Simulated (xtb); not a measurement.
xtb input (GFN2-xTB):

```bash
xtb mol.xyz --gfn 2 --sp --chrg -1 --uhf 0
```
mol.xyz:
```
2

Ga    -0.00000000    -0.00000000    -0.35303556
O      0.00000000     0.00000000     1.36801278
```

Output:

```
           -------------------------------------------------
          |                Calculation Setup                |
           -------------------------------------------------

           -------------------------------------------------
          |                 G F N 2 - x T B                 |
           -------------------------------------------------

        Reference                      10.1021/acs.jctc.8b01176
      * Hamiltonian:
        H0-scaling (s, p, d)           1.850000    2.230000    2.230000
        zeta-weighting                 0.500000
      * Dispersion:
        s8                             2.700000
        a1                             0.520000
        a2                             5.000000
        s9                             5.000000
      * Repulsion:
        kExp                           1.500000    1.000000
        rExp                           1.000000
      * Coulomb:
        alpha                          2.000000
        third order                    shell-resolved
        anisotropic                    true
        a3                             3.000000
        a5                             4.000000
        cn-shift                       1.200000
        cn-exp                         4.000000
        max-rad                        5.000000

          ...................................................
          :                      SETUP                      :
          :.................................................:
          :  # basis functions                  14          :
          :  # atomic orbitals                  13          :
          :  # shells                            5          :
          :  # electrons                        10          :
          :  max. iterations                   250          :
          :  Hamiltonian                  GFN2-xTB          :
          :  restarted?                      false          :
          :  GBSA solvation                  false          :
          :  PC potential                    false          :
          :  electronic temp.          300.0000000     K    :
          :  accuracy                    1.0000000          :
          :  -> integral cutoff          0.2500000E+02      :
          :  -> integral neglect         0.1000000E-07      :
          :  -> SCF convergence          0.1000000E-05 Eh   :
          :  -> wf. convergence          0.1000000E-03 e    :
          :  Broyden damping             0.4000000          :
          :  net charge                         -1          :
          :  unpaired electrons                  0          :
          ...................................................

 iter      E             dE          RMSdq      gap      omega  full diag
   1     -5.4765873 -0.547659E+01  0.362E+01    4.53       0.0  T
   2     -5.4787180 -0.213063E-02  0.243E+01    4.29       1.0  T
   3     -5.4788287 -0.110783E-03  0.174E+00    4.29       1.0  T
   4     -5.4788834 -0.546840E-04  0.481E-01    4.33       1.0  T
   5     -5.4788690  0.144007E-04  0.606E-01    4.30       1.0  T
   6     -5.4788876 -0.185833E-04  0.398E-02    4.32       1.8  T
   7     -5.4788876 -0.299527E-07  0.227E-02    4.32       3.1  T
   8     -5.4788877 -0.240967E-07  0.119E-03    4.32      59.3  T
   9     -5.4788877 -0.467448E-10  0.551E-04    4.32     128.4  T
  10     -5.4788877 -0.131770E-10  0.143E-06    4.32   49352.5  T

   *** convergence criteria satisfied after 10 iterations ***

         #    Occupation            Energy/Eh            Energy/eV
      -------------------------------------------------------------
         1        2.0000           -0.3240861              -8.8188
         2        2.0000           -0.1848522              -5.0301
         3        2.0000           -0.1128158              -3.0699
         4        2.0000           -0.1128158              -3.0699
         5        2.0000           -0.0794929              -2.1631 (HOMO)
         6                          0.0791929               2.1549 (LUMO)
         7                          0.0791929               2.1549
         8                          0.1901004               5.1729
         9                          0.2118419               5.7645
        10                          0.2118419               5.7645
       ...                                ...                  ...
        13                          0.8243787              22.4325
      -------------------------------------------------------------
                  HL-Gap            0.1586857 Eh            4.3181 eV
             Fermi-level           -0.0001500 Eh           -0.0041 eV

 SCC (total)                   0 d,  0 h,  0 min,  0.002 sec
 SCC setup                      ...        0 min,  0.000 sec (  4.602%)
 Dispersion                     ...        0 min,  0.000 sec (  2.177%)
 classical contributions        ...        0 min,  0.000 sec (  0.844%)
 integral evaluation            ...        0 min,  0.000 sec ( 15.808%)
 iterations                     ...        0 min,  0.001 sec ( 55.518%)
 molecular gradient             ...        0 min,  0.000 sec ( 14.073%)
 printout                       ...        0 min,  0.000 sec (  6.524%)

         :::::::::::::::::::::::::::::::::::::::::::::::::::::
         ::                     SUMMARY                     ::
         :::::::::::::::::::::::::::::::::::::::::::::::::::::
         :: total energy              -5.472983886038 Eh    ::
         :: gradient norm              0.038848085290 Eh/a0 ::
         :: HOMO-LUMO gap              4.318058006884 eV    ::
         ::.................................................::
         :: SCC energy                -5.478887661111 Eh    ::
         :: -> isotropic ES            0.199980635644 Eh    ::
         :: -> anisotropic ES          0.015431247625 Eh    ::
         :: -> anisotropic XC         -0.000666239271 Eh    ::
         :: -> dispersion             -0.000568611607 Eh    ::
         :: repulsion energy           0.005903775074 Eh    ::
         :: add. restraining           0.000000000000 Eh    ::
         :: total charge              -1.000000000000 e     ::
         :::::::::::::::::::::::::::::::::::::::::::::::::::::

           -------------------------------------------------
          |                Property Printout                |
           -------------------------------------------------

    * Orbital Energies and Occupations

         #    Occupation            Energy/Eh            Energy/eV
      -------------------------------------------------------------
         1        2.0000           -0.3240861              -8.8188
         2        2.0000           -0.1848522              -5.0301
         3        2.0000           -0.1128158              -3.0699
         4        2.0000           -0.1128158              -3.0699
         5        2.0000           -0.0794929              -2.1631 (HOMO)
         6                          0.0791929               2.1549 (LUMO)
         7                          0.0791929               2.1549
         8                          0.1901004               5.1729
         9                          0.2118419               5.7645
        10                          0.2118419               5.7645
        11                          0.3423904               9.3169
        12                          0.3423904               9.3169
        13                          0.8243787              22.4325
      -------------------------------------------------------------
                  HL-Gap            0.1586857 Eh            4.3181 eV
             Fermi-level           -0.0001500 Eh           -0.0041 eV

     #   Z          covCN         q      C6AA      α(0)
     1  31 Ga       0.758    -0.307   348.388    47.744
Note: The following floating-point exceptions are signalling: IEEE_DENORMAL
normal termination of xtb
     2   8 O        0.758    -0.693    28.583     7.165

 Mol. C6AA /au·bohr⁶  :        543.592621
 Mol. C8AA /au·bohr⁸  :      47678.247582
 Mol. α(0) /au        :         54.908768

Wiberg/Mayer (AO) data.
largest (>0.10) Wiberg bond orders for each atom

 ---------------------------------------------------------------------------
     #   Z sym  total        # sym  WBO       # sym  WBO       # sym  WBO
 ---------------------------------------------------------------------------
     1  31 Ga   2.134 --     2 O    2.134
     2   8 O    2.134 --     1 Ga   2.134
 ---------------------------------------------------------------------------

Topologies differ in total number of bonds
Writing topology from bond orders to xtbtopo.mol

molecular dipole:
                 x           y           z       tot (Debye)
 q only:        0.000       0.000      -1.587
   full:       -0.000      -0.000      -2.023       5.142
molecular quadrupole (traceless):
                xx          xy          yy          xz          yz          zz
 q only:        2.384       0.000       2.384       0.000       0.000      -4.768
  q+dip:        2.043       0.000       2.043      -0.000      -0.000      -4.085
   full:        4.378       0.000       4.378      -0.000      -0.000      -8.757

           -------------------------------------------------
          | TOTAL ENERGY               -5.472983886038 Eh   |
          | GRADIENT NORM               0.038848085290 Eh/α |
          | HOMO-LUMO GAP               4.318058006884 eV   |
           -------------------------------------------------

------------------------------------------------------------------------
------------------------------------------------------------------------
 total:
 SCF:
```

This state (charge -1, singlet) is run at the relaxed geometry of the species with charge 0 and multiplicity 2.
